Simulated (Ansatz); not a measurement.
Gas-phase reaction R1 → P1 + P2, each structure at its B3LYP-D3(BJ)/def2-TZVP stationary point, reached from a drawn start (curvature not checked).
R1, Cl4Ti (SMILES [Cl][Ti]([Cl])([Cl])[Cl]) (charge 0, multiplicity 1):
```json
[
 {"atom": "Ti", "x (Å)": "0.0000", "y (Å)": "0.0000", "z (Å)": "0.0000"},
 {"atom": "Cl", "x (Å)": "1.2567", "y (Å)": "1.2567", "z (Å)": "1.2567"},
 {"atom": "Cl", "x (Å)": "1.2567", "y (Å)": "-1.2567", "z (Å)": "-1.2567"},
 {"atom": "Cl", "x (Å)": "-1.2567", "y (Å)": "1.2567", "z (Å)": "-1.2567"},
 {"atom": "Cl", "x (Å)": "-1.2567", "y (Å)": "-1.2567", "z (Å)": "1.2567"}
]
```
P1, Cl3Ti (SMILES [Cl][Ti]([Cl])[Cl]) (charge 0, multiplicity 2):
```xyz
4

Ti     0.0000     0.0000     0.0000
Cl     2.2020     0.0000     0.0000
Cl    -1.1010     1.9070     0.0000
Cl    -1.1010    -1.9070     0.0000
```
P2: Cl atom, charge 0, multiplicity 2.

P less R. No zero-point or thermal terms; singlets are restricted closed shells; open shells are unrestricted; no spin–orbit coupling. The spin states of the d-block species are the ones drawn and need not be the lowest.

Frozen-core correlation throughout.

Run with Ansatz (Gaussian orbitals). No computed number here is a measurement.

Total energies in hartree:

```tsv
structure	PBE/def2-TZVPP	PBE0/def2-TZVPP	CCSD(T)/def2-TZVPP
R1	-2689.652430	-2689.793875	-2687.736638
P1	-2229.535082	-2229.658695	-2227.938903
P2	-459.958430	-459.997429	-459.664645
```

Work out the reaction energy at each level in kcal/mol (1 hartree = 627.50947 kcal/mol), and say how far PBE/def2-TZVPP lies from CCSD(T)/def2-TZVPP.


- PBE/def2-TZVPP: (-2229.535082) + (-459.958430) − (-2689.652430) = 0.158918 hartree = 99.72 kcal/mol
- PBE0/def2-TZVPP: (-2229.658695) + (-459.997429) − (-2689.793875) = 0.137751 hartree = 86.44 kcal/mol
- CCSD(T)/def2-TZVPP: (-2227.938903) + (-459.664645) − (-2687.736638) = 0.133090 hartree = 83.52 kcal/mol
PBE/def2-TZVPP less CCSD(T)/def2-TZVPP: 16.20 kcal/mol. CCSD(T)/def2-TZVPP is the level counted from, the highest shown, and no exact or measured value.

Ansatz is a first-principles code.
